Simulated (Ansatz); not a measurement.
A structure relaxed at PBE0-D4/def2-TZVP in Ansatz, charge 0, singlet:

Cartesian coordinates in Å:
```
B 0.132 -0.738 -1.656
B -1.123 -1.111 -0.900
Al 0.915 1.707 2.358
Al 0.076 0.142 0.197
```

Q: Give its formula and point group.

A: Al2B2. Point group C2v (tolerance 0.1 Å).

Q: Summarise the bond lengths by kind (pairs closer than 1.2 times the sum of covalent radii, bridged metal pairs left out).

A: 2 × Al–B 2.05 Å; 1 × B–B 1.51 Å; 1 × Al–Al 2.80 Å.

The restricted singlet is unstable towards broken spin symmetry in Hartree–Fock (as tested in another run); at PBE0-D4/def2-TZVP this wasn't settled. Another isomer (triplet) lies 1.61 eV lower at PBE0-D4/def2-TZVP; other spin states weren't run for this one.
